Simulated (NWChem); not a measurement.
# GeI$_{2}$, singlet; SMILES [I][Ge][I]

Low-valent species are run as closed-shell singlets; no triplet was tried in these runs. def2 effective core potentials on I; no spin-orbit coupling.

Give the equilibrium geometry at PBE0/def2-SVP with def2 effective core potentials on I (NWChem) as a list of bonds and angles, with the point group.

point group C2v; any orientation.
Bond lengths (Å): Ge1–I2 2.560, Ge1–I3 2.560. Bond angles (°): I2–Ge1–I3 102.7.
